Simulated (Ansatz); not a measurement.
```tsv
atom	x (Å)	y (Å)	z (Å)
O	-0.2732	1.9359	-1.0751
Si	-0.1045	0.5088	-0.6245
S	0.1634	-1.7571	0.0909
```

Basis set: cc-pVDZ (spherical functions). Correlated methods keep 11 orbitals frozen. Charge 0, multiplicity 1.

Computed with Ansatz (development build ahead of 0.2.0); the reference of a correlated method needn't be the lowest determinant of its kind. Restricted open shells among the atoms or ions are ROHF, correlated in semicanonical orbitals with singles.

(1) Give the atomization energy at this shape (free ground-state atoms in the same class of orbitals less the molecule, no zero-point energy) of singlet SiSO by RHF-CCSD(T), RHF-CCSD.

Results:

(1)

```json
{"method": "RHF-CCSD(T)", "atomization energy": "7.83 eV"}
{"method": "RHF-CCSD", "atomization energy": "7.37 eV"}
```

Caution: large amplitudes, a single reference is doubtful; no unrestricted run beside it, a lower state can exist; the reference determinant was not shown to be the lowest.
